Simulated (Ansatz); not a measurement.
Reaction (formal exchange of groups at a C–Ge bond): `C[SiH2][CH2][GeH3]` + `F[SiH3]` → `C[SiH2]C[SiH2]F` + GeH₄

Gas-phase electronic energies from Ansatz, PBE0-D4/def2-TZVP geometries. CCSD(T)/CBS adds triple-zeta CCSD(T) − MP2 to the extrapolated MP2 energy (def2 sets, frozen cores). This one scheme is used for every species. For Ge outer-core shells are correlated without core-valence functions, which leaves a few kJ/mol of doubt a bond. Scalar relativity is left out up to krypton. Each species was taken in one conformer, which may not be the lowest.

`C[SiH2][CH2][GeH3]`:

Cartesian coordinates in Å:
```
C -0.928 -1.380 -1.094
Si 0.772 -0.644 -0.832
C 0.917 0.186 0.839
Ge -0.355 1.643 1.139
H -1.702 -0.609 -1.074
H -0.984 -1.888 -2.060
H -1.161 -2.111 -0.315
H 1.052 0.363 -1.895
H 1.800 -1.719 -0.949
H 1.925 0.594 0.952
H 0.779 -0.554 1.634
H -0.269 2.666 -0.007
H -0.053 2.360 2.468
H -1.792 1.094 1.197
```

`F[SiH3]`:

Cartesian coordinates in Å:
```
F 0.199 -1.314 0.815
Si -0.005 0.034 -0.021
H 1.115 0.160 -0.983
H -0.010 1.174 0.926
H -1.299 -0.054 -0.737
```

`C[SiH2]C[SiH2]F`:

Z-matrix (Å, degrees):
```
C
Si 1 1.867
H 1 1.092 2 110.7
H 1 1.092 2 110.8 3 -120.4
H 1 1.093 2 110.8 3 119.9
C 2 1.881 1 111.4 3 -59.2
H 2 1.490 1 110.1 3 179.8
H 2 1.491 1 110.3 3 61.4
Si 6 1.851 2 115.6 1 70.9
H 6 1.096 2 109.1 1 -53.3
H 6 1.097 2 108.3 1 -169.2
F 9 1.607 6 109.5 2 -52.0
H 9 1.484 6 110.9 2 66.1
H 9 1.485 6 112.4 2 -170.4
```

GeH₄:

Z-matrix (Å, degrees):
```
Ge
H 1 1.534
H 1 1.534 2 109.5
H 1 1.534 2 109.5 3 -120.0
H 1 1.534 2 109.5 3 120.0
```

| species | CCSD/def2-TZVPP energy (Eh) |
| --- | --- |
| `C[SiH2][CH2][GeH3]` | -2446.71964 |
| `F[SiH3]` | -390.63664 |
| `C[SiH2]C[SiH2]F` | -759.38649 |
| GeH₄ | -2077.97792 |

Q: Work out ΔE.

A: ΔE = (-759.38649) + (-2077.97792) − (-2446.71964) − (-390.63664) = -0.00813 Eh = -21.3 kJ/mol. CCSD(T)/CBS gives -21.6 kJ/mol.

Largest T1 diagnostic among the species: 0.012.
